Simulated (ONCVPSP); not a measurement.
## tin, ONCV: configuration errors across variants

ONCVPSP 4.0.1 input, shortened (lines: element, Z, core and valence counts, functional; n l f; lmax; l rc ep ncon nbas qcut; lloc lpopt rc5 dvloc0; l nproj debl; icmod fcfact rcfact), PBE, scalar-relativistic:

```
  Sn 50.00    9    2        4      upf
    1    0    2.00
    2    0    2.00
    2    1    6.00
    3    0    2.00
    3    1    6.00
    3    2   10.00
    4    0    2.00
    4    1    6.00
    4    2   10.00
    5    0    2.00
    5    1    2.00
    1
    0    1.80    0.00    4    7    3.10
    1    2.25    0.00    3    6    4.20
    4    3    1.35    0.00
    0    2    1.00
    1    3    3.50
    1    0.15    0.00
```

All-electron excitation energies from the reference (eV): (1) 5s2 5p1 6.875; (2) 5s2 5p0 20.828; (3) 5s1 5p0 51.800; (4) 5s2 5p1.5 2.616.

A true bound ghost makes a file unfit for plane-wave use even where its test errors are small: the radial tests pick states by their node count and pass the ghost by.

Errors AE − PS in meV (a dash: test not solved or not reliable):

| change | (1) | (2) | (3) | (4) | bound ghosts | GHOST(+) flags above zero |
| --- | --- | --- | --- | --- | --- | --- |
| base | -9.8 | -66 | -302 | -1.9 | none | s, p |
| s: rc 2.68 | -9.3 | -61 | – | -1.9 | s | p |
| p: debl 0.35 | -9.9 | -66 | -302 | -1.9 | p | s, p |
| local potential polynomial inside 1.60 bohr (lpopt 5, dvloc0 1 Ha) | -9.8 | -66 | -305 | -1.9 | none | s, p |
| s: rc 2.26 | -9.8 | -66 | -307 | -1.9 | s | p |
| p: qcut 4.3 | -9.8 | -66 | -302 | -1.9 | none | s, p |
| s: qcut 2.8; p: qcut 3.8 | -9.7 | -66 | -307 | -1.9 | none | s, p |

**Question.** Give the same row for: core correction none.

**Answer.** -1.0, +17, +140, -0.5; bound ghosts: none; GHOST(+) flags above zero: s, p.
